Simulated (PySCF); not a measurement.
Stretching BeB

Set-up: PySCF, no relativity, basis sets Be def2-TZVP, B def2-TZVP. Energies in eV from Be + B in their ground configurations at the same level. State: Ms = 0.5 determinant of mixed spin (⟨S²⟩ near 1.4), unpaired electrons π ↑.

All columns are PBE0. A positive dipole means Be(−)B(+).

```
R (Å)  E (eV)  μ (D)  Mulliken charge on Be (basis-dependent)  HOMO (eV)  LUMO (eV)  Mayer bond order  ⟨S²⟩
1.639  -0.833  -0.20                                    -0.31      -5.69      -3.66              1.38  1.53
1.715  -1.079  -0.38                                    -0.22      -5.80      -3.51              1.38  1.50
1.792  -1.215  -0.56                                    -0.15      -5.87      -3.38              1.37  1.46
1.849  -1.263  -0.69                                    -0.09      -5.76      -3.29              1.35  1.44
1.906  -1.276  -0.81                                    -0.05      -5.66      -3.21              1.32  1.41
1.963  -1.261  -0.93                                    -0.01      -5.57      -3.13              1.29  1.38
2.039  -1.209  -1.06                                     0.04      -5.47      -3.04              1.24  1.34
2.135  -1.111  -1.21                                     0.08      -5.35      -2.93              1.18  1.29
2.249  -0.968  -1.34                                     0.11      -5.25      -2.83              1.08  1.21
2.402  -0.771  -1.43                                     0.12      -5.16      -2.72              0.94  1.10
```

A fit through these points gives, at Re = 1.901 Å, μ = -0.80 D and dμ/dR = -2.08 D/Å; the reduced mass is 4.956 u.

Question: How strong is the fundamental in the double-harmonic approximation, I = 42.26·(dμ/dR)²/μred km/mol?

Answer: I = 42.26·(-2.08)²/4.956 = 36.9 km/mol at PBE0.

The state is the lowest determinant that a PBE0 search found; another state may lie lower at other levels.
